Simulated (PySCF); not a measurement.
B(Br)(Me)(NH2) (CH5BBrN), SMILES NB(C)Br. Atoms are numbered in the order given.

```xyz
9

B      0.0853    -0.9500     0.0000
Br    -0.0437     1.0111     0.0000
C     -1.2378    -1.7950     0.0000
H     -1.8520    -1.5467     0.8817
H     -1.0566    -2.8823     0.0000
H     -1.8520    -1.5467    -0.8817
N      1.3651    -1.4949     0.0000
H      1.5261    -2.4957     0.0000
H      2.2084    -0.9336     0.0000
```

Coordinates come from a B3LYP-D3(BJ)/def2-SVP optimisation. This is a generated structure with no PubChem entry under its InChIKey; it may be hypothetical. Other conformers were not sampled.

Method: PBE/pcSseg-1 in PySCF.

GIAO shieldings, no solvent; atoms alike by connectivity are averaged. δ = σ(ref) − σ: ¹¹B against BF3 (σ = 83.9 ppm); ¹³C against TMS (σ = 182.0 ppm); ¹H against TMS (σ = 31.49 ppm); ¹⁵N against NH3 (σ = 267.0 ppm), references at their B3LYP-D3(BJ)/def2-TZVP geometries, non-relativistic (without spin–orbit terms, shifts of atoms bonded to Cl or Br come out too high).

Computed chemical shifts:
| nucleus | atoms | count | δ (ppm) |
|---|---|---|---|
| ¹¹B | B1 | 1 | 32.0 |
| ¹³C | C3 | 1 | 10.2 |
| ¹H | H8, H9 | 2 | 4.27 |
| ¹H | H4, H5, H6 | 3 | 0.96 |
| ¹⁵N | N7 | 1 | 121.3 |
